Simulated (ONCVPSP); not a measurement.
## Before and after: ONCV potential for Cd

cadmium (Cd), optimised norm-conserving Vanderbilt (ONCV), made with ONCVPSP 4.0.1 (PBE, scalar-relativistic). Core [Ar] 3d10, reference 4s2 4p6 4d10 5s1 5p1. Waves: 4s+5s: rc 1.65 bohr, ncon 3, nbas 6, qcut 5.6 1/bohr, 2 projectors; 4p+5p: rc 1.45 bohr, ncon 5, nbas 9, qcut 9.9 1/bohr, 2 projectors; 4d: rc 1.15 bohr, ncon 4, nbas 7, qcut 9.9 1/bohr, 2 projectors, debl 1.4 Ha. Local part: polynomial inside 0.85 bohr (lpopt 5, dvloc0 2 Ha). Core correction: Teter function, fcfact 3.75, rcfact 1.6.

Change: local potential polynomial inside 0.85 bohr (lpopt 5, dvloc0 9.5 Ha).

Cutoffs: the cutoffs (Ha) at which the residual kinetic energy of the hardest occupied pseudo-wave falls to 1 and 0.1 mHa per electron; they do not see the model core or the augmentation charge, which bear on the density cutoff. Errors are all-electron minus pseudo energies relative to the spin-unpolarised reference configuration.

**Question.** What does the change do?

**Answer.** The potential gets neither clearly harder nor softer (38 Ha and 45 Ha → 38 Ha and 45 Ha); the errors of the 4 common tests hardly move; the range in which the s phases agree widens (upper end 1.9 → 3.8); neither file shows a bound ghost.

```tsv
quantity	base	changed
cutoff, loose	38 Ha	38 Ha
cutoff, tight	45 Ha	45 Ha
bound ghosts	none	none
GHOST(+) flags under 300 eV	s at 68.5 eV	s at 137.3 eV
error for 4s2 4p6 4d10 5s2 5p0, meV [ΔE -4.67 eV]	-0.7	-0.7
error for 4s2 4p6 4d10 5s1 5p0, meV [ΔE 4.61 eV]	-0.8	-0.8
error for 4s2 4p6 4d10 5s0 5p0, meV [ΔE 21.73 eV]	-6.0	-6.1
error for 4s2 4p6 4d10 5s0 5p2, meV [ΔE 5.00 eV]	-2.0	-2.0
s: phases at 1.68 bohr within 0.05 rad from the reference energy up to (Ha; the scan ends near 5)	1.9	3.8
p: phases at 1.47 bohr within 0.05 rad from the reference energy up to (Ha; the scan ends near 5)	to the end of the scan	to the end of the scan
d: phases at 1.17 bohr within 0.05 rad from the reference energy up to (Ha; the scan ends near 5)	to the end of the scan	to the end of the scan
rms error of d²Exc/dni dnj with the model core, mHa	2.43	2.43
```
